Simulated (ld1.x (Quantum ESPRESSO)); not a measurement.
## cerium (Ce): ultrasoft pseudisation with PBE, fully relativistic reference atom.

```
Element                 : cerium (Ce)
Generator               : ld1.x (Quantum ESPRESSO) 7.5
Type                    : ultrasoft
Functional              : PBE
Relativity              : fully relativistic
Frozen core             : [Kr] 4d10
Valence charge          : 12
Reference configuration : 4f1 5s2 5p6 5d1 6s2 6p0
Partial waves           : 5s (bound): rcut 1.95, rcutus 2.20 bohr; 6s (bound): rcut 1.95, rcutus 2.20 bohr; 5p (bound): rcut 2.85, rcutus 3.25 bohr; 6p (bound, empty): rcut 2.85, rcutus 3.25 bohr; 5d (bound): rcut 2.95, rcutus 3.40 bohr; 5d channel at 1.35 Ry: rcut 2.95, rcutus 3.40 bohr; 4f (bound): rcut 0.65, rcutus 0.90 bohr; 4f channel at 0.35 Ry: rcut 0.65, rcutus 0.90 bohr
Local potential         : all-electron potential smoothed inside 3.30 bohr (lloc = -1)
Core correction         : none
Augmentation charge     : built from norm-conserving waves at rcut, not smoothed further
```

Open shells are filled in proportion to 2j + 1 (rel_dist='average').

(1) Does the generator finish with these settings?

## Answers

(1) No. ld1.x (Quantum ESPRESSO) 7.5 stopped with "chargeps: negative rho": the pseudo-density turned negative during the self-consistent test, most likely because a state had been found with a wrong node count and its wave set to zero before. Before that it printed "Warning: n=2, l=1 expected 0 nodes, found 1".
